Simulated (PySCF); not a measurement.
**Magnetisability: `C[SiH](C)[SiH2]O`, C$_{2}$H$_{10}$OSi$_{2}$**

Cartesian coordinates in Å; atom numbers follow the order of the lines, from 1:
```xyz
15

C     1.5521   -1.0385   -0.9843
Si    0.3879    0.4142   -0.6893
C     1.0917    1.5945    0.6006
Si   -1.6620   -0.4069    0.0831
O    -1.2681   -1.2011    1.5108
H     1.1509   -1.7191   -1.7508
H     2.5433   -0.6928   -1.3175
H     1.6789   -1.6111   -0.0524
H     0.1568    1.1499   -1.9773
H     1.2096    1.0705    1.5619
H     0.4214    2.4528    0.7604
H     2.0760    1.9804    0.2922
H    -2.3107   -1.3488   -0.8924
H    -2.6616    0.6868    0.3362
H    -1.9941   -1.6139    1.9875
```

Computed with GIAO B3LYP/def2-SVPD magnetisability, rotational g tensor and spin-rotation constants, non-relativistic, gas phase (PySCF 2.14.0). Geometry: PBE0-D3(BJ)/def2-SVP.

What are the magnetisability and the molar susceptibility?

Isotropic -1205 × 10⁻³⁰ J/T², or -72.6 × 10⁻⁶ cm³/mol; principal values -1296, -1173, -1146 × 10⁻³⁰ J/T², anisotropy 139 × 10⁻³⁰ J/T² (root of half the summed squared differences of the principal values). The susceptibility is in cgs units.

Split it along the inertial axes a, b, c into diamagnetic and paramagnetic parts about the centre of mass, with the quadrupole moment.


```tsv
axis	χ (10⁻⁶ cm³/mol)	diamagnetic (10⁻⁶ cm³/mol)	paramagnetic (10⁻⁶ cm³/mol)	summed x² of all electrons (Å²)	quadrupole Θ (D Å)
a	-69.4	-452.4	383.0	140.5	+7.11
b	-70.6	-775.5	704.9	64.3	-2.29
c	-77.7	-868.8	791.1	42.3	-4.82
```
Anisotropies 2χaa − χbb − χcc = +9.6 and 2χbb − χaa − χcc = +5.7 × 10⁻⁶ cm³/mol. Θ is traceless in Buckingham's convention.

And the rotational g tensor?


```csv
axis,rotational constant (GHz),g,nuclear part,electronic part
a,3.7889,-0.0353,0.6465,-0.6817
b,1.8254,-0.0111,0.5934,-0.6045
c,1.6316,-0.0034,0.6030,-0.6064
```
Asymmetric top; isotopes 12C, 1H, 16O, 28Si; no vibrational averaging.
